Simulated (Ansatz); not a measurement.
Single points on Sn₅.

```yaml
crystal:
  periodic: [false, false, false]
  atoms:
    - {symbol: Sn, position_ang: [-0.427405, -0.058751, 1.649324]}
    - {symbol: Sn, position_ang: [1.931017, 1.220682, 0.621878]}
    - {symbol: Sn, position_ang: [1.056374, -1.360534, -0.731056]}
    - {symbol: Sn, position_ang: [-0.589255, 1.418929, -1.061192]}
    - {symbol: Sn, position_ang: [-1.970731, -1.220336, -0.478944]}
basis:
  gaussian: {orbitals: def2-SVPD, initial_orbitals: start.molden}
hamiltonian: {xc: {name: LC-wPBE, parameters: {omega: 0.1/bohr}}}
scf: {omitted_lower_state_checks: [starts]}
output: {orbitals: {seedname: orbitals}}
```

The file start.molden holds the orbitals of an earlier run on this structure, at another level or in another basis.

```sh
$ ansatz run in.yaml --threads 4 --pin off --events-out ev --progress --plain --max-ram 4787MiB
```

Output, abridged:

```
Functional definition: LC-wPBE
1765 factors; their error is unknown
97 factors; integrals over basis functions are off by at most 2.2e-6 eV
mean field evaluation 1: about -29160.9378 eV, gradient 4.2e1 eV
mean field evaluation 2: about -29161.2458 eV, gradient 6.0e-1 eV
mean field evaluation 4: about -29161.2339 eV, gradient 1.3e-1 eV
mean field evaluation 8: about -29161.2415 eV, gradient 6.1e-2 eV
mean field evaluation 16: about -29161.2419 eV, gradient 9.1e-6 eV
mean field -29161.24187381 eV, -1071.6558726629 hartree, gradient 1.4e-5 eV, S^2 0.000000; 0 other end points of the search recorded, 0 dependent functions left out
reference -29161.24187389 eV, -1071.6558726658 hartree; 55, 55 occupied and 105, 105 virtual orbitals, 1765 factors
Total energy: -29161.24187389 eV, -1071.6558726658 hartree
Checks for a lower state left out: starts
```

It took 19 s on 4 threads of Intel Xeon on a shared host, peak host memory 0.56 GiB.

The first input with `gaussian: {orbitals: def2-TZVPD, initial_orbitals: start.molden}`, `hamiltonian: {xc: r2scan, dispersion: d4}` (abridged; 52 s):

```
Functional definition: r2SCAN
mean field evaluation 16: about -29172.2477 eV, gradient 3.8e-4 eV
mean field -29172.24773890 eV, -1072.0603307449 hartree, gradient 5.5e-6 eV, S^2 0.000000
Total energy: -29172.31636755 eV, -1072.0628528011 hartree
Checks for a lower state left out: starts
```

First input, but with `gaussian: {orbitals: def2-TZVPD, initial_orbitals: start.molden}`, `hamiltonian: {xc: pbe, dispersion: d4}` (abridged; 13 s):

```
Functional definition: PBE
mean field evaluation 16: about -29161.5807 eV, gradient 8.4e-5 eV
mean field -29161.58069474 eV, -1071.6683241022 hartree, gradient 4.5e-6 eV, S^2 0.000000
Total energy: -29161.99431535 eV, -1071.6835243795 hartree
Checks for a lower state left out: starts
```

First input, but with `hamiltonian: {xc: {name: LC-wPBE, parameters: {omega: 0.3/bohr}}}` (abridged; 15 s):

```
Functional definition: LC-wPBE
mean field -29161.84749324 eV, -1071.6781287665 hartree, gradient 2.7e-5 eV, S^2 0.000000
Total energy: -29161.84749325 eV, -1071.6781287668 hartree
Checks for a lower state left out: starts
```

As the first input, with `hamiltonian: {xc: {name: LC-wPBE, parameters: {omega: 0.15/bohr}}}` (abridged; 26 s):

```
Functional definition: LC-wPBE
mean field evaluation 16: about -29161.3067 eV, gradient 5.6e-5 eV
mean field -29161.30669432 eV, -1071.6582547727 hartree, gradient 6.5e-6 eV, S^2 0.000000
Total energy: -29161.30669435 eV, -1071.6582547739 hartree
Checks for a lower state left out: starts
```

First input, but with `gaussian: {orbitals: def2-TZVPD}`, `hamiltonian: {xc: pbe0, dispersion: d4}` (abridged; 1.9 min):

```
Functional definition: PBE0
mean field evaluation 16: about -29162.1888 eV, gradient 3.3e-4 eV
mean field evaluation 32: about -29162.1888 eV, gradient 1.1e-5 eV
mean field -29162.18878644 eV, -1071.6906710600 hartree, gradient 1.1e-5 eV, S^2 0.000000
Total energy: -29162.54532910 eV, -1071.7037737613 hartree
Checks for a lower state left out: starts
```

As the first input, with `hamiltonian: {xc: {name: LC-wPBE, parameters: {omega: 0.2/bohr}}}` (abridged; 15 s):

```
Functional definition: LC-wPBE
mean field -29161.40991771 eV, -1071.6620481623 hartree, gradient 1.4e-5 eV, S^2 0.000000
Total energy: -29161.40991773 eV, -1071.6620481629 hartree
Checks for a lower state left out: starts
```

Geometry: PBE-D4/def2-SVPD, that of the charge -1 doublet.

In the def2 sets Sn takes a core potential; there is no spin–orbit coupling. A triplet lies near this restricted singlet, and broken spin symmetry wasn't tried. At r2SCAN-D4/def2-TZVPD, PBE-D4/def2-TZVPD an occupied level lies above an empty one. At PBE0-D4/def2-TZVPD a triplet of charge 0 lies 0.19 eV below the restricted singlet at the same geometry. The structure comes from a short search, and lower isomers may exist.
